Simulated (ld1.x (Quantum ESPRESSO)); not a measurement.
## F RRKJ: all-electron and pseudo phase curves

| Quantity | Value |
| --- | --- |
| Element | fluorine |
| Generator | ld1.x (Quantum ESPRESSO) 7.5 |
| Type | norm-conserving RRKJ (Kleinman–Bylander form) |
| Functional | PBEsol |
| Relativity | scalar-relativistic |
| Frozen core | [He] |
| Valence charge | 7 |
| Reference configuration | 2s2 2p5 |
| Partial waves | 2s (bound): rc 0.55 bohr; 2p (bound): rc 1.80 bohr |
| Local potential | all-electron potential smoothed inside 1.00 bohr (lloc = -1) |
| Core correction | a·sin(br)/r model core, default radius (core density twice the valence density) |
| rho0 | 0.02 |

The phase is arctan(r·u′/u) with u = r·R(r), unwrapped; energies in Ry, scanned from -4 to 5 Ry. A pole is an energy at which the radial function vanishes at the test radius. The pseudo phase is shifted by a multiple of π to meet the all-electron one at the reference energy, and phase errors are pseudo minus all-electron; the curves can meet again beyond the range given. Levels narrower than the energy grid can be missing from the lists of poles.

For each channel, where are the poles, and over which energies does the pseudopotential scatter like the atom?

```csv
channel,radius (bohr),reference energy (Ry),"poles, all-electron","poles, pseudo",unbroken range about the reference energy with phases within 0.05 rad,phase error 1 Ry above the reference energy (rad)
s,1.96,-2.18,-1.83,-1.83,the whole range,-0.000
p,1.96,-0.81,-0.36,-0.35,below 1.6,+0.009
```

Phases in the s channel:

| E (Ry) | all-electron | pseudo |
| --- | --- | --- |
| -4.00 | 1.253 | 1.253 |
| -3.76 | 1.230 | 1.230 |
| -3.52 | 1.199 | 1.199 |
| -3.28 | 1.154 | 1.154 |
| -3.04 | 1.081 | 1.081 |
| -2.80 | 0.933 | 0.933 |
| -2.56 | 0.508 | 0.508 |
| -2.32 | -0.733 | -0.733 |
| -2.08 | -1.370 | -1.370 |
| -1.84 | -1.565 | -1.565 |
| -1.60 | -1.658 | -1.658 |
| -1.36 | -1.715 | -1.715 |
| -1.12 | -1.757 | -1.757 |
| -0.88 | -1.791 | -1.791 |
| -0.64 | -1.822 | -1.823 |
| -0.40 | -1.853 | -1.853 |
| -0.16 | -1.883 | -1.883 |
| 0.08 | -1.916 | -1.916 |
| 0.32 | -1.953 | -1.953 |
| 0.56 | -1.994 | -1.995 |
| 0.80 | -2.044 | -2.044 |
| 1.04 | -2.103 | -2.104 |
| 1.28 | -2.179 | -2.179 |
| 1.52 | -2.275 | -2.277 |
| 1.76 | -2.403 | -2.405 |
| 2.00 | -2.576 | -2.579 |
| 2.24 | -2.805 | -2.810 |
| 2.48 | -3.091 | -3.096 |
| 2.72 | -3.399 | -3.406 |
| 2.96 | -3.680 | -3.686 |
| 3.20 | -3.903 | -3.908 |
| 3.44 | -4.070 | -4.074 |
| 3.68 | -4.194 | -4.197 |
| 3.92 | -4.287 | -4.290 |
| 4.16 | -4.359 | -4.361 |
| 4.40 | -4.416 | -4.418 |
| 4.64 | -4.461 | -4.463 |
| 4.88 | -4.499 | -4.501 |
